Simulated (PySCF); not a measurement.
# Working out the ionisation energy of Re

Re [Xe] 4f14 5d5 6s2 (6S) → Re⁺ [Xe] 4f14 5d5 6s1 (7S). Calculation: PySCF 2.14, in aug-cc-pVDZ-PP with ECP60MDF; scalar relativity through the core potential. Frozen: 5s2 5p6. Energies in hartree (1 hartree = 27.21139 eV):

| part | Re (lower) | Re⁺ (upper) |
| --- | --- | --- |
| UHF | -77.834749 | -77.616325 |
| MP2 opposite-spin | -0.048257 | 0.000000 |
| MP2 same-spin | -0.061403 | -0.061077 |

What does Hartree-Fock give?

(-77.616325) − (-77.834749) = 0.218424 hartree = 5.944 eV.

What do MP2 and SCS-MP2 (6/5 opposite-spin, 1/3 same-spin) give?

The opposite-spin parts differ by 1.313 eV and the same-spin parts by 0.009 eV. MP2: 5.944 + (1.313) + (0.009) = 7.266 eV. SCS-MP2: 5.944 + 1.2 × (1.313) + (0.009)/3 = 7.523 eV.

Measured between the centres of the two terms (NIST): 7.834 eV, so MP2 (valence) is off by -0.568 eV.

A double-zeta basis recovers only part of the correlation energy.

What remains against the reference includes basis incompleteness, the frozen core and correlation beyond second order.
